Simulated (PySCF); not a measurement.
Positional isomers: n-butane fluoro. All species are isolated molecules in the gas phase. One relaxed conformer stands for each flexible species; it need not be the lowest. Strings in code marks are SMILES.

Quantity: electronic energy of isomers of C4H9F relative to `CC[C@@H](C)F` (C–C–C–F torsion 61°), in kJ/mol.

Case: `CCCCF` (C–C–C–C torsion 179°, C–C–C–F torsion -64°). Geometry of `CCCCF` (neutral, multiplicity 1, Å):

```xyz
14

C     -1.9529    -0.1326    -0.1802
C     -0.4964    -0.5848    -0.1450
C      0.4848     0.5827    -0.2212
C      1.9356     0.1627    -0.1663
F      2.2217    -0.4371     1.0677
H     -2.6347    -0.9830    -0.1273
H     -2.1750     0.4158    -1.0991
H     -2.1791     0.5274     0.6607
H     -0.3060    -1.1503     0.7699
H     -0.3028    -1.2698    -0.9772
H      0.2926     1.2881     0.5932
H      0.3349     1.1361    -1.1554
H      2.1706    -0.5733    -0.9402
H      2.6067     1.0181    -0.2696
```

### Question
Predict the electronic energy of isomers of C4H9F relative to `CC[C@@H](C)F` (C–C–C–F torsion 61°) from B3LYP/3-21G // B3LYP-D3(BJ)/def2-TZVP (PySCF).

### Answer
24.69 kJ/mol.
